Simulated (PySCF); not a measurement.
CH₃ClFNSi₂, SMILES F[Si@]1(Cl)N=C[SiH2]1. Coordinates come from a PBE0-D3(BJ)/def2-SVP optimisation. The structure was generated by enumeration; whether it is a known compound was not checked.

Level of theory: PBE0-D3(BJ)/def2-SVP (PySCF 2.14.0).

Harmonic wavenumbers (cm⁻¹): 91, 125, 215, 241, 292, 397, 468, 481, 580, 587, 662, 759, 777, 904, 920, 942, 1293, 1612, 2223, 2239, 3064. Rotational constants (GHz): 2.824, 1.364, 1.266; symmetry number 1.

Q: Work out the zero-point energy and the ideal-gas rigid-rotor harmonic-oscillator thermochemistry at 298.15 K and 1 atm.

A: ZPE = ½ Σ hcν = ½ × 18873 cm⁻¹ = 26.98 kcal/mol. H − E(el) = 32.18 kcal/mol. Entropy in cal/(mol K): translation 40.71, rotation 28.58, vibration 16.55, total 85.84. G − E(el) = 6.59 kcal/mol. Cp = 27.28 cal/(mol K). Modes under 150 cm⁻¹ make the vibrational entropy uncertain.
